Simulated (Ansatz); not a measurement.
Start from `C[S][Al]([NH2])[F]` and change one atom or group to get `[NH2][Al]([NH2])[F]`.

Ansatz, PBE0-D4/def2-TZVP geometries, multiplicity 1. Each molecule was computed in one conformer, which needn't be the lowest.

```tsv
property	`C[S][Al]([NH2])[F]`
size of the dipole moment (PBE/def2-TZVPP) / D	0.66
HOMO–LUMO gap (PBE/def2-TZVPP) / eV	4.66
HOMO–LUMO gap (B3LYP/def2-TZVPP) / eV	6.19
size of the dipole moment (B3LYP/def2-TZVPP) / D	0.67
LUMO energy (PBE0/def2-TZVPP) / eV	-0.30
LUMO energy (ωB97M-V/def2-TZVPP) / eV	1.26
```

Q: Give the same properties after the change, and the shifts. (An estimate is asked.)

A: Computed: 
| property | `[NH2][Al]([NH2])[F]` | shift |
| --- | --- | --- |
| size of the dipole moment (PBE/def2-TZVPP) / D | 2.33 | 1.67 |
| HOMO–LUMO gap (PBE/def2-TZVPP) / eV | 4.84 | 0.18 |
| HOMO–LUMO gap (B3LYP/def2-TZVPP) / eV | 6.53 | 0.34 |
| size of the dipole moment (B3LYP/def2-TZVPP) / D | 2.36 | 1.69 |
| LUMO energy (PBE0/def2-TZVPP) / eV | -0.09 | 0.21 |
| LUMO energy (ωB97M-V/def2-TZVPP) / eV | 1.40 | 0.14 |

With PBE0 the HOMO falls by 0.17 eV and the LUMO rises by 0.21 eV, so the gap widens by about 0.38 eV. PBE moves the HOMO by 0.04 eV and ωB97M-V by -0.37 eV. Dipoles are sizes alone; their direction can turn.

B3LYP here is the variant with VWN-RPA as its local correlation; programs differ in this.
